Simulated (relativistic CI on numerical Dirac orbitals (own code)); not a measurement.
# Ti3+ (3d) in a crystal field

Calculated by Dirac-Coulomb-Breit CI, KLI orbitals optimised for each configuration, model QED, one configuration in a parametric crystal field, unscaled Slater integrals (own radial code).

Field parameters in Wybourne normalisation: D3d B²₀ = −7Dσ, B⁴₀ = −14Dq − 21Dτ, B⁴₃ = −14√(10/7) Dq; D4h B²₀ = −7Ds, B⁴₀ = 21(Dq − Dt), B⁴₄ = 21√(5/14) Dq; Td as Oh with Dq negative (B⁴₀ = 21Dq, B⁴₄ = √(5/14) B⁴₀). The field is a parameter set, without covalency.

S is read from ⟨S²⟩ = S(S + 1).

Powder χT (cm³ K mol⁻¹) by Van Vleck's formula, with temperature-independent terms:

| Field | 2 K | 5 K | 10 K | 20 K | 50 K | 100 K | 200 K | 300 K |
| --- | --- | --- | --- | --- | --- | --- | --- | --- |
| D3d, 10Dq = 13950, Dσ = 0, Dτ = 20 cm⁻¹ | 0.0775 | 0.083 | 0.0922 | 0.111 | 0.164 | 0.252 | 0.388 | 0.463 |
| D3d, 10Dq = 24000, Dσ = 1060, Dτ = 310 cm⁻¹ | 0.357 | 0.357 | 0.358 | 0.359 | 0.362 | 0.366 | 0.376 | 0.386 |
| D3d, 10Dq = 25500, Dσ = -90, Dτ = 30 cm⁻¹ | 0.00503 | 0.0124 | 0.0246 | 0.0503 | 0.128 | 0.242 | 0.388 | 0.462 |
| D4h, 10Dq = 16150, Ds = 2370, Dt = 90 cm⁻¹ | 0.00511 | 0.0124 | 0.0245 | 0.0488 | 0.126 | 0.246 | 0.367 | 0.419 |
| D4h, 10Dq = 21600, Ds = 2640, Dt = 650 cm⁻¹ | 0.00512 | 0.0124 | 0.0245 | 0.0487 | 0.126 | 0.246 | 0.368 | 0.421 |
| D4h, 10Dq = 24050, Ds = 550, Dt = 1010 cm⁻¹ | 0.35 | 0.35 | 0.351 | 0.352 | 0.356 | 0.363 | 0.376 | 0.389 |
| D4h, 10Dq = 27000, Ds = 660, Dt = -190 cm⁻¹ | 0.00499 | 0.0124 | 0.0247 | 0.0494 | 0.129 | 0.25 | 0.37 | 0.422 |
| Td, 10Dq = -13200 cm⁻¹ | 0.36 | 0.361 | 0.361 | 0.362 | 0.364 | 0.368 | 0.376 | 0.384 |

(1) For D4h, 10Dq = 27000, Ds = 660, Dt = -190 cm⁻¹: what effective moment follows at 300 K?

Answers

(1) μ_eff = √(8χT) = 1.84 μB. The ground level has S = 0.50; the spin-only moment for S = 1/2 is 1.73 μB. The difference comes from the orbital moment, spin-orbit mixing of terms and temperature-independent paramagnetism, all larger in this ionic model than in covalent complexes.
